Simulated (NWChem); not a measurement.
System: SiH4S2; SMILES S[SiH2]S

Input file for NWChem:

```
start job
memory heap 200 mb stack 900 mb global 1100 mb
geometry units angstroms noautosym nocenter noautoz
  Si     0.000000     0.000000    -0.734432
  S      1.797634     0.064597     0.432904
  S     -1.797634    -0.064597     0.432904
  H      0.092995     1.222557    -1.580321
  H     -0.092995    -1.222557    -1.580321
  H      1.534764    -1.075904     1.109037
  H     -1.534764     1.075904     1.109037
end
basis spherical
  * library def2-svp
end
dft
  xc pbe0
  iterations 150
end
cosmo
  do_cosmo_smd true
  solvent hexane
end
task dft energy
```

The geometry was optimised at PBE0/def2-SVP. Solvent: n-hexane.

Level: PBE0/def2-SVP with SMD (1 M gas to 1 M solution), gas-phase geometry. Reactions with the solvent are ignored.

Problem. What results follow from this input? (PBE0/def2-SVP, SMD on the gas-phase geometry.) Quantities: solvation free energy (kcal/mol); cavity-dispersion-structure term (kcal/mol); dipole in solution (D).

Solution. 
```yaml
solvation free energy (kcal/mol): -3.7
cavity-dispersion-structure term (kcal/mol): -2.4
dipole in solution (D): 0.24
```
